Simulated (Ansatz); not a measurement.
`C[CH2][GeH]` + `[SiH3]N[SiH3]` → `[SiH3][N]([SiH3])[GeH]` + ethane at 400 K and 1 bar (ligand exchange at a Ge–C bond).

Gas-phase electronic energies from Ansatz, PBE0-D4/def2-TZVP geometries. CCSD(T)/CBS adds triple-zeta CCSD(T) − MP2 to the extrapolated MP2 energy (def2 sets, frozen cores). This one scheme is used for every species. For Ge outer-core shells are correlated without core-valence functions, which leaves a few kJ/mol of doubt a bond. Scalar relativity is left out up to krypton.

| species | CCSD(T)/CBS energy (Eh) | H − E (kJ/mol) | S (J/(mol·K)) |
| --- | --- | --- | --- |
| `C[CH2][GeH]` | -2155.77935 | 209.1 | 330.9 |
| `[SiH3]N[SiH3]` | -637.10515 | 203.4 | 366.7 |
| `[SiH3][N]([SiH3])[GeH]` | -2713.20588 | 202.2 | 402.5 |
| `CC` | -79.71954 | 213.5 | 244.3 |

H − E and S are ideal-gas, rigid-rotor, harmonic terms from PBE0-D4/def2-TZVP, for one conformer and one mirror image of each species. 1 Eh = 2625.50 kJ/mol, R = 8.31446 J/(mol·K).

By hand: ΔE, ΔH, ΔS and ΔG.

ΔE = (-2713.20588) + (-79.71954) − (-2155.77935) − (-637.10515) = -0.04092 Eh = -107.4 kJ/mol. Δ(H − E) = 202.2 + 213.5 − 209.1 − 203.4 = 3.2, so ΔH = -104.2 kJ/mol. ΔS = 402.5 + 244.3 − 330.9 − 366.7 = -50.8 J/(mol·K). ΔG = -104.2 − 400 × (-50.8)/1000 = -83.9 kJ/mol.

By hand: the equilibrium constant, and the temperature at which ΔG would vanish if ΔH and ΔS stayed fixed.

log₁₀ K = −ΔG/(RT ln 10) = 11.0. ΔG = 0 at ΔH/ΔS = 2051 K.

ΔH outweighs TΔS. A doubt of 5 kJ/mol in ΔE shifts log₁₀ K by 0.7 here. Other conformers and mirror images would add mixing entropy, several J/(mol·K) or more a flexible species. Modes under 60 cm⁻¹, often nearly free rotors, make the harmonic entropy too high. These are equilibria of isolated gas molecules and say nothing of rates. Largest T1 diagnostic: 0.014 (customary marks: 0.02 for closed shells, 0.045 for open ones).
